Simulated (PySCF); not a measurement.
A structure optimised at B3LYP-D3(BJ)/def2-SVP, used in a PySCF frequency run:

```
C
C 1 1.3367
F 1 1.3487 2 117.05
H 2 1.0900 1 121.12 3 0.00
C 1 1.4863 2 130.09 4 180.00
H 5 1.0963 1 111.27 2 0.00
H 5 1.1025 6 109.23 1 121.46
H 5 1.1025 6 109.23 7 117.08
Br 2 1.8892 4 114.98 1 180.00
```

Question: Write its SMILES, formula and point group.

Answer: C/C(F)=C\Br, C3H4BrF, Cs

Question: What are its rotational constants (standard atomic weights)?

Answer: 8.9540, 1.4134, 1.2302 GHz
